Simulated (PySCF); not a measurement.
**Peak assignment**

Numbering as in the mapped SMILES `[CH2:1]1[CH2:2][CH2:3][Si:4]2([CH2:5]1)[CH2:6][CH2:7][CH2:8][CH2:9]2`; H(Xn) means a hydrogen on atom n.

Level of theory: structure optimised with PBE0-D3(BJ)/def2-SVP, GIAO PBE/pcSseg-1 shieldings, in PySCF (non-relativistic Hamiltonian, single conformer, equivalent nuclei averaged, isolated molecule).

Chemical shifts δ = σref − σ; 13C, 1H against TMS, all at this level.

**Question.** Assign these signals to the numbered atoms. 13C{1H} NMR (computed): δ 32.8 (CH2), 16.7 (CH2).

**Answer.** 
| δ (ppm) | atoms | environment | reason |
| --- | --- | --- | --- |
| 32.8 | C1/C2/C7/C8 | sp3 CH2 in a ring | saturated and bonded to C and H only |
| 16.7 | C3/C5/C6/C9 | sp3 CH2 bonded to Si | – |

**Question.** Assign these signals to the numbered atoms. 1H NMR (400 MHz, computed): δ 1.59 (m, 8H), 0.72 (m, 8H).

**Answer.** 
1.59 → H(C1)/H(C2)/H(C7)/H(C8), hydrogen on an sp3 CH2 in a ring
0.72 → H(C3)/H(C5)/H(C6)/H(C9), hydrogen on an sp3 CH2 bonded to Si: an electropositive neighbour shields it, as in TMS itself

Shifts are as computed. Against solution values, carbons near 30 ppm lie about +2 ppm off and those near 130 ppm about +2 ppm. Of 1211 compounds with measured shifts, 218 miss one by over three times the rms of a fit or turn the order of signals round; such compounds aren't used in these exercises. No couplings were computed; multiplicities are counted from neighbouring protons, with m where these are inequivalent, close in shift, in a saturated or five-membered ring or joined by F or P, and br s for small geminal =CH2 splittings.
